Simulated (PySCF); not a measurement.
3-methylthietane (C4H8S), SMILES CC1CSC1.

The structure is a stationary point at ωB97X-D3(BJ)/def2-SVP.

The numbers are results of TDA-LC-ωPBE/def2-SVPD (PySCF), not measurements.

Vertical excitations. Gas-phase values at a fixed geometry. State labels are in the subgroup Cs.

Computed excitation energies, oscillator strengths and character:
```csv
state,symmetry,energy (eV),λ (nm),f,main pairs
S1,A",4.85,256,0.000,"HOMO→LUMO 73 %, HOMO→LUMO+6 24 %"
S2,A',6.49,191,0.026,"HOMO→LUMO+2 69 %, HOMO→LUMO+1 14 %"
S3,A',7.03,176,0.020,"HOMO→LUMO+1 54 %, HOMO→LUMO+4 18 %, HOMO→LUMO+2 14 %"
S4,A',7.34,169,0.065,HOMO→LUMO+3 89 %
S5,A",7.60,163,0.055,"HOMO−1→LUMO 75 %, HOMO−1→LUMO+6 18 %"
S6,A",7.95,156,0.000,"HOMO→LUMO+6 69 %, HOMO→LUMO 25 %"
S7,A',8.28,150,0.002,"HOMO→LUMO+8 36 %, HOMO→LUMO+4 34 %, HOMO→LUMO+2 11 %, HOMO→LUMO+9 10 %"
S8,A',8.59,144,0.106,"HOMO−1→LUMO+1 42 %, HOMO−1→LUMO+2 27 %, HOMO−1→LUMO+8 9 %"
S9,A',8.82,141,0.075,"HOMO→LUMO+7 20 %, HOMO→LUMO+1 19 %, HOMO→LUMO+9 18 %, HOMO→LUMO+4 18 %"
S10,A',8.86,140,0.027,"HOMO−1→LUMO+2 51 %, HOMO−1→LUMO+1 20 %, HOMO−1→LUMO+4 9 %"
T1,A",4.26,291,0,"HOMO→LUMO 67 %, HOMO→LUMO+6 28 %"
T2,A',5.80,214,0,"HOMO→LUMO+2 31 %, HOMO→LUMO+1 30 %, HOMO→LUMO+8 15 %, HOMO→LUMO+9 9 %"
T3,A",6.23,199,0,"HOMO−1→LUMO 62 %, HOMO−1→LUMO+6 28 %"
T4,A',6.59,188,0,"HOMO→LUMO+2 48 %, HOMO→LUMO+4 22 %, HOMO→LUMO+1 16 %"
```
Triplets are in the Tamm–Dancoff approximation.
